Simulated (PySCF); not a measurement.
**Finite-field polarisability of Ge⁻ (germanium, charge -1)**

[Ar] 3d10 4s2 4p3, high-spin 4S determinant. All numbers are calculated (PySCF 2.14, no relativity, point nucleus, in def2-QZVPPD (12s7p5d4f1g, 95 functions)). Frozen: [Ar] 3d10. Energy changes in a uniform field (μhartree):

```
axis  F (au)        HF       MP2      CCSD   CCSD(T)
   x  0.0014   -97.803   -94.537   -96.054   -96.167
   x  0.0028  -391.247  -378.119  -384.192  -384.632
```

(1) Derive α along x at CCSD(T) from the two fields.

(2) And the mean polarisability at each level?

The polarisability of an anion needs two sets of diffuse s and p functions; this basis lacks them, so these values show the method and not the converged property.

## Answers

(1) With ΔE = −αF²/2 − γF⁴/24, α = −(16 ΔE(F) − ΔE(2F))/(6F²) = 98.13 bohr³.

(2) HF 99.80, MP2 96.47, CCSD 98.02, CCSD(T) 98.13 bohr³.
